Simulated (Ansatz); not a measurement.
Compare A (`[AlH2][SiH2]O[SiH3]`) with its isomer B (`O[SiH2][AlH][SiH3]`).

Computed with Ansatz on PBE0-D4/def2-TZVP structures; ΔE is electronic, products minus reactants. CCSD(T)/CBS is the MP2 limit (def2-TZVPP, def2-QZVPP) plus CCSD(T) − MP2 in def2-TZVPP, frozen cores. DFT in def2-TZVPP. B3LYP here is the variant with VWN-RPA as its local correlation; programs differ in this. Each species was taken in one conformer, which may not be the lowest.

A:

```xyz
11

Al   -0.538   -1.769    2.102
Si    0.401    0.142    0.864
O    -0.119    0.142   -0.702
Si   -0.019    0.984   -2.100
H    -1.495   -2.828    1.406
H    -0.172   -1.944    3.640
H     0.022    1.443    1.500
H     1.897    0.118    0.878
H    -0.886    0.321   -3.104
H     1.385    1.006   -2.591
H    -0.477    2.384   -1.894
```

B:

Z-matrix (Å, degrees):
```
Si
Al 1 2.469
O 1 1.661 2 111.7
H 1 1.498 2 109.8 3 -123.4
H 1 1.489 2 112.9 3 118.1
Si 2 2.463 1 118.2 3 14.8
H 2 1.592 1 122.3 3 -165.5
H 3 0.958 1 117.1 2 -41.6
H 6 1.491 2 112.8 1 131.2
H 6 1.494 2 111.7 1 10.6
H 6 1.493 2 110.8 1 -108.3
```

(1) Which is lower in electronic energy at CCSD(T)/CBS, and by how much? (An estimate is asked.)

(2) Give E(B) − E(A) in kcal/mol with CCSD(T)/def2-TZVPP, B3LYP-D4, ωB97M-V, B3LYP, HF/def2-TZVPP, MP2/def2-TZVPP, CCSD/def2-TZVPP. (An estimate is asked.)

Largest T1 diagnostic: 0.013.

## Answers

(1) Computed: A, by 22.8 kcal/mol.

(2) Computed: CCSD(T)/def2-TZVPP 22.7, B3LYP-D4 23.3, ωB97M-V 23.7, B3LYP 22.9, HF/def2-TZVPP 30.0, MP2/def2-TZVPP 24.9, CCSD/def2-TZVPP 23.7. None reverses the order clearly.

In def2-TZVPP, CCSD(T) changes the Hartree–Fock value by −7.3 kcal/mol (the triples alone add −1.0 kcal/mol) and MP2 by −5.1 kcal/mol. From PBE to PBE0 (25 % exact exchange), in def2-TZVPP and without D4, E(B) − E(A) moves by +2.4 kcal/mol.
